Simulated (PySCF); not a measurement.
C5H8S, SMILES C=CC1CSC1.

Coordinates come from a B3LYP-D3(BJ)/def2-SVP optimisation. Other conformers were not sampled.

Level of theory: PBE/def2-TZVP in PySCF.

Symmetry labels are those of the subgroup Cs that the program uses (full group Cs).

List the valence orbital energies around the gap with their symmetry. (An estimate is asked for; the answer gives what the named calculation found.)


```
orbital  symmetry  energy (eV)
-------  --------  -----------
HOMO−7         A"        -9.91
HOMO−6         A"        -9.81
HOMO−5         A'        -9.40
HOMO−4         A'        -8.31
HOMO−3         A"        -8.22
HOMO−2         A'        -7.12
HOMO−1         A"        -6.59
HOMO           A'        -5.10
LUMO           A"        -1.52
LUMO+1         A"        -0.29
LUMO+2         A'         0.25
LUMO+3         A'         0.66
```
